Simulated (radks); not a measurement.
Question: All-electron atom: a nucleus of charge 20.2 with 20 electrons in [Ar] 4s2. All-electron calculation, scalar-relativistic Kohn-Sham, BLYP, spin-polarised, spherical densities, point nucleus. Program: a radial shooting solver on a logarithmic mesh with Libxc functionals. Some entries of the table are withheld. Estimate them.

orbital,occ.,eigenvalue (eV),<r> (bohr)
1s,2,-4040.963,0.07605
2s,2,(1),(2)
2p,6,-347.5954,(3)
3s,2,(4),(5)
3p,6,-31.0032,1.245
4s,2,-4.9270,(6)

Answer: 
(1) 2s eigenvalue (eV): -428.3114
(2) 2s <r> (bohr): 0.3602
(3) 2p <r> (bohr): 0.3236
(4) 3s eigenvalue (eV): -50.5390
(5) 3s <r> (bohr): 1.136
(6) 4s <r> (bohr): 3.774
